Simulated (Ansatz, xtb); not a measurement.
# A geometry optimisation of C2H5AlGa with r2SCAN-D4/def2-SVP

The starting geometry of this gas-phase doublet was built from a drawn formula by distance geometry; its bonds are those of `[CH2][C@@H]1[AlH][GaH]1`.

```yaml
atoms:
  - { symbol: C, position_ang: [0.0228, 0.7426, 1.8533] }
  - { symbol: C, position_ang: [1.1672, 0.1919, 0.9750] }
  - { symbol: Al, position_ang: [1.6476, 0.9904, -0.7428] }
  - { symbol: Ga, position_ang: [0.8033, -1.2714, -0.5294] }
  - { symbol: H, position_ang: [-0.6884, -0.0960, 2.1854] }
  - { symbol: H, position_ang: [-0.5180, 1.5371, 1.3258] }
  - { symbol: H, position_ang: [1.9474, -0.4189, 1.4759] }
  - { symbol: H, position_ang: [1.9613, 2.0358, -1.8689] }
  - { symbol: H, position_ang: [1.3666, -2.6241, -1.1368] }
```

Question: Predict what becomes of its bonds when it is optimised with r2SCAN-D4/def2-SVP.

Answer: A bond breaks, leaving `C=[CH][AlH][GaH]`. Distances that change by over a tenth: C1–C2 (1.54 → 1.35 Å). Contacts that open: C2–Ga4 (2.13 → 3.80 Å).

The energy falls by 2.69 eV over 32 steps:

```tsv
step	E − E(last) (eV)
1	2.685
4	0.642
8	0.225
11	0.114
15	0.048
18	0.016
22	0.004
25	0.002
29	0.000
32	0.000
```

Final geometry (Å):

| atom | x (Å) | y (Å) | z (Å) |
| --- | --- | --- | --- |
| C | 0.1392 | 0.3584 | 1.9435 |
| C | 1.1079 | 0.9873 | 1.2498 |
| Al | 1.7748 | 0.4303 | -0.4998 |
| Ga | 0.5710 | -1.2726 | -1.7558 |
| H | -0.2070 | 0.7012 | 2.9283 |
| H | -0.3657 | -0.5407 | 1.5611 |
| H | 1.5461 | 1.8751 | 1.7353 |
| H | 2.8572 | 1.2667 | -1.3165 |
| H | 0.2862 | -2.7182 | -2.3083 |

From the same start GFN2-xTB ends elsewhere, differing in Al3–H9 (1.69 against 3.92 Å here), Ga4–H9 (2.49 against 1.57 Å here).

No frequencies were run, so the end isn't proven a minimum. Open shells are spin-unrestricted. Run with Ansatz 0.2.0, 3.4 min on 2 threads of Intel(R) Xeon(R) Platinum 8488C (Sapphire Rapids) (shared host).
